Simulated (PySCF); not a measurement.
C₂H₃O₂, doublet, at a GFN2-xTB geometry; PySCF with CASSCF(3,4)/STO-3G.

Here is a job for PySCF.
```python
from pyscf import gto, scf, mcscf
import numpy

mol = gto.M(
    atom='''
C    -0.24174372    0.21438932    0.00455158
O     0.23038029    1.31548410    0.01249130
O    -1.27974546   -0.38217417    0.00729602
C     1.02387385   -0.90543389   -0.01924901
H     1.94922038   -0.34541071   -0.02138327
H     0.88457216   -1.49737251    0.87617804
H     0.86834805   -1.47742881   -0.92490868
''',
    basis='sto-3g',
    spin=1,
    verbose=4,
)

mf = scf.ROHF(mol)
mf.kernel()
mc = mcscf.CASSCF(mf, 4, 3)
mc.fix_spin_(ss=0.75)
mc.kernel()
occ = numpy.linalg.eigvalsh(mc.fcisolver.make_rdm1(mc.ci, mc.ncas, mc.nelecas))[::-1]
ss = mc.fcisolver.spin_square(mc.ci, mc.ncas, mc.nelecas)[0]
print('natural occupations', occ.round(4), ' <S^2>', round(ss, 4))
```

The log (banner, timings and long lists left out):

```
PySCF version 2.14.0

[INPUT] verbose = 4
[INPUT] num. atoms = 7
[INPUT] num. electrons = 31
[INPUT] charge = 0
[INPUT] spin (= nelec alpha-beta = 2S) = 1
[INPUT] symmetry False subgroup None
[INPUT] Mole.unit = angstrom
[INPUT] Symbol           X                Y                Z      unit          X                Y                Z       unit  Magmom
[...]
nuclear repulsion = 113.219117302732
number of shells = 15
number of NR pGTOs = 69
number of NR cGTOs = 23
basis = sto-3g
ecp = {}

******** <class 'pyscf.scf.rohf.ROHF'> ********
method = ROHF
initial guess = minao
damping factor = 0
level_shift factor = 0
DIIS = <class 'pyscf.scf.diis.CDIIS'>
diis_start_cycle = 1
diis_space = 8
diis_damp = 0
SCF conv_tol = 1e-09
SCF conv_tol_grad = None
SCF max_cycles = 50
direct_scf = True
direct_scf_tol = 1e-13
num. doubly occ = 15  num. singly occ = 1
Set gradient conv threshold to 3.16228e-05
init E= -224.913210337106
[...]
cycle= 1 E= -223.899822690828  delta_E= 1.01  |g|= 0.757  |ddm|= 2.47
[...]
cycle= 2 E= -224.036203141828  delta_E= -0.136  |g|= 0.436  |ddm|= 1.03
[...]
cycle= 3 E= -224.09298120818  delta_E= -0.0568  |g|= 0.0259  |ddm|= 0.392
[...]
cycle= 4 E= -224.093605100151  delta_E= -0.000624  |g|= 0.0129  |ddm|= 0.0467
[...]
cycle= 5 E= -224.093917148685  delta_E= -0.000312  |g|= 0.011  |ddm|= 0.0337
[...]
cycle= 6 E= -224.093919303997  delta_E= -2.16e-06  |g|= 0.0111  |ddm|= 0.000227
[...]
cycle= 7 E= -224.093516986005  delta_E= 0.000402  |g|= 0.00829  |ddm|= 0.062
[...]
cycle= 8 E= -224.093443473904  delta_E= 7.35e-05  |g|= 0.00396  |ddm|= 0.0491
[...]
cycle= 9 E= -224.09348879357  delta_E= -4.53e-05  |g|= 0.000782  |ddm|= 0.0218
[...]
cycle= 10 E= -224.093490389125  delta_E= -1.6e-06  |g|= 0.0002  |ddm|= 0.00407
[...]
cycle= 11 E= -224.093490439109  delta_E= -5e-08  |g|= 3.93e-05  |ddm|= 0.000663
[...]
cycle= 12 E= -224.093490440517  delta_E= -1.41e-09  |g|= 6.44e-06  |ddm|= 0.00013
[...]
cycle= 13 E= -224.093490440547  delta_E= -2.99e-11  |g|= 1.28e-06  |ddm|= 1.67e-05
[...]
Extra cycle  E= -224.093490440548  delta_E= -7.96e-13  |g|= 5.58e-07  |ddm|= 1.98e-06
converged SCF energy = -224.093490440548

******** <class 'pyscf.mcscf.mc1step.CASSCF'> ********
CAS (2e+1e, 4o), ncore = 14, nvir = 5
max_cycle_macro = 50
max_cycle_micro = 4
conv_tol = 1e-07
conv_tol_grad = None
orbital rotation max_stepsize = 0.02
orbital rotation threshold for CI restart = 0.01
augmented hessian ah_max_cycle = 30
augmented hessian ah_conv_tol = 1e-12
[...]
CASCI E = -224.099118632982  S^2 = 0.7500000
[...]
macro iter  40 ( 21 JK    4 micro), CASSCF E = -224.148454527025  dE = -3.37767858e-06  S^2 = 0.7500000
               |grad[o]|=0.00956  |grad[c]|=0.00683  |ddm|=0.00398  |maxRot[o]|=0.00245
macro iter  41 ( 21 JK    4 micro), CASSCF E = -224.148457453866  dE = -2.92684101e-06  S^2 = 0.7500000
               |grad[o]|=0.00956  |grad[c]|=0.00682  |ddm|=0.00399  |maxRot[o]|=0.00223
macro iter  42 ( 21 JK    4 micro), CASSCF E = -224.148460097260  dE = -2.64339403e-06  S^2 = 0.7500000
               |grad[o]|=0.00956  |grad[c]|=0.00681  |ddm|=0.004  |maxRot[o]|=0.00156
macro iter  43 ( 21 JK    4 micro), CASSCF E = -224.148462341062  dE = -2.24380122e-06  S^2 = 0.7500000
               |grad[o]|=0.00956  |grad[c]|=0.00681  |ddm|=0.004  |maxRot[o]|=0.00161
macro iter  44 ( 21 JK    4 micro), CASSCF E = -224.148464445344  dE = -2.10428229e-06  S^2 = 0.7500000
               |grad[o]|=0.00956  |grad[c]|=0.0068  |ddm|=0.00401  |maxRot[o]|=0.00108
macro iter  45 ( 21 JK    4 micro), CASSCF E = -224.148466290587  dE = -1.84524356e-06  S^2 = 0.7500000
               |grad[o]|=0.00956  |grad[c]|=0.0068  |ddm|=0.00401  |maxRot[o]|=0.00115
macro iter  46 ( 21 JK    4 micro), CASSCF E = -224.148467966436  dE = -1.67584830e-06  S^2 = 0.7500000
               |grad[o]|=0.00956  |grad[c]|=0.0068  |ddm|=0.00402  |maxRot[o]|=0.000839
macro iter  47 ( 21 JK    4 micro), CASSCF E = -224.148469323889  dE = -1.35745344e-06  S^2 = 0.7500000
               |grad[o]|=0.00956  |grad[c]|=0.00679  |ddm|=0.00402  |maxRot[o]|=0.000996
macro iter  48 ( 21 JK    4 micro), CASSCF E = -224.148470542213  dE = -1.21832400e-06  S^2 = 0.7500000
               |grad[o]|=0.00956  |grad[c]|=0.00679  |ddm|=0.00403  |maxRot[o]|=0.000681
macro iter  49 ( 21 JK    4 micro), CASSCF E = -224.148471546017  dE = -1.00380387e-06  S^2 = 0.7500000
               |grad[o]|=0.00956  |grad[c]|=0.00679  |ddm|=0.00403  |maxRot[o]|=0.000819
macro iter  50 ( 21 JK    4 micro), CASSCF E = -224.148472422567  dE = -8.76550445e-07  S^2 = 0.7500000
               |grad[o]|=0.00957  |grad[c]|=0.00678  |ddm|=0.00404  |maxRot[o]|=0.000632
1-step CASSCF not converged,  50 macro (1050 JK 200 micro) steps
CASSCF canonicalization
Density matrix diagonal elements [1.60229906e+00 1.35784658e+00 9.89745707e-04 3.88646156e-02]
CASSCF energy = -224.148472422567
CASCI E = -224.148472422567  E(CI) = -2.61126666774274  S^2 = 0.7500000
natural occupations [1.9649e+00 9.9950e-01 3.4600e-02 9.0000e-04]  <S^2> 0.75
```

The run did not converge; its last values are not results.
